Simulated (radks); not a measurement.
Values are calculated unless marked as measured or tabulated.
All-electron atom: Au+ in [Xe] 4f13 5d8 6p3 (not the ground configuration). Level of theory: Dirac Kohn-Sham, PBEsol, spin-unpolarised, spherical densities, finite nucleus; open shells fill j = l - 1/2 first; Fermi nuclear charge, rms radius 5.4371 fm (a radial shooting solver on a logarithmic mesh with Libxc functionals). Some entries of the table are withheld. Estimate them.

orbital  occ.  eigenvalue (eV)  r(max) (bohr)  <r^2> (bohr^2)
1s1/2       2        -80617.02        0.01042       0.0003936
2s1/2       2        -14245.02        0.06041             (1)
2p1/2       2        -13666.91        0.04447        0.004204
2p3/2       4        -11832.70        0.05185        0.005392
3s1/2       2        -3392.137         0.1700         0.03860
3p1/2       2        -3131.066         0.1586         0.03519
3p3/2       4        -2726.393         0.1736         0.04161
3d3/2       4        -2290.823         0.1352         0.03191
3d5/2       6        -2203.841         0.1393         0.03366
4s1/2       2        -764.2466         0.3829          0.1864
4p1/2       2              (2)         0.3810          0.1899
4p3/2       4              (3)         0.4117          0.2222
4d3/2       4        -371.7651         0.4043          0.2336
4d5/2       6        -353.4478         0.4137          0.2450
5s1/2       2        -135.4911         0.8404          0.9316
4f5/2       6        -118.4983         0.3704          0.2841
4f7/2       7        -114.5604         0.3748          0.2918
5p1/2       2         -98.3456         0.8846           1.079
5p3/2       4         -80.6116         0.9607           1.287
5d3/2       4         -29.4055          1.132           2.156
5d5/2       4         -27.3541          1.164           2.303
6p1/2       2         -12.0680          2.414           8.982
6p3/2       1         -10.3277          2.671           10.89

Answer. 
(1) 2s1/2 <r^2> (bohr^2): 0.005943
(2) 4p1/2 eigenvalue (eV): -652.6870
(3) 4p3/2 eigenvalue (eV): -554.8465
